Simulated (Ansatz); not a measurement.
`[F][GeH2][Cl]` + HI → `[F][GeH2][I]` + HCl at 600 K and 1 bar (ligand exchange at a Ge–Cl bond).

Isolated molecules relaxed with PBE0-D4/def2-TZVP in Ansatz; ΔE leaves out vibrations. CCSD(T)/CBS adds triple-zeta CCSD(T) − MP2 to the extrapolated MP2 energy (def2 sets, frozen cores). This one scheme is used for every species. def2 core potentials past Kr. For Ge, I outer-core shells are correlated without core-valence functions, which leaves a few kJ/mol of doubt a bond. Scalar relativity is left out up to krypton.

| species | CCSD(T)/CBS energy (Eh) | H − E (kJ/mol) | S (J/(mol·K)) |
| --- | --- | --- | --- |
| `[F][GeH2][Cl]` | -2636.95386 | 88.0 | 347.0 |
| HI | -298.03592 | 31.6 | 227.0 |
| `[F][GeH2][I]` | -2474.61172 | 87.3 | 368.3 |
| HCl | -460.38127 | 35.4 | 207.2 |

H − E and S are ideal-gas, rigid-rotor, harmonic terms from PBE0-D4/def2-TZVP. 1 Eh = 2625.50 kJ/mol, R = 8.31446 J/(mol·K).

By hand: ΔE, ΔH, ΔS and ΔG.

ΔE = (-2474.61172) + (-460.38127) − (-2636.95386) − (-298.03592) = -0.00321 Eh = -8.4 kJ/mol. Δ(H − E) = 87.3 + 35.4 − 88.0 − 31.6 = 3.1, so ΔH = -5.3 kJ/mol. ΔS = 368.3 + 207.2 − 347.0 − 227.0 = 1.5 J/(mol·K). ΔG = -5.3 − 600 × (1.5)/1000 = -6.2 kJ/mol.

By hand: the equilibrium constant, and the temperature at which ΔG would vanish if ΔH and ΔS stayed fixed.

log₁₀ K = −ΔG/(RT ln 10) = 0.5. ΔH and −TΔS have one sign here, so there is no such temperature.

The number of gas molecules stays the same, so ΔS is small and ΔH decides. A doubt of 5 kJ/mol in ΔE shifts log₁₀ K by 0.4 here. These are equilibria of isolated gas molecules and say nothing of rates. Largest T1 diagnostic: 0.011 (customary marks: 0.02 for closed shells, 0.045 for open ones).

ΔS is within the doubt of such terms, so its sign, and with it that verdict, could turn.
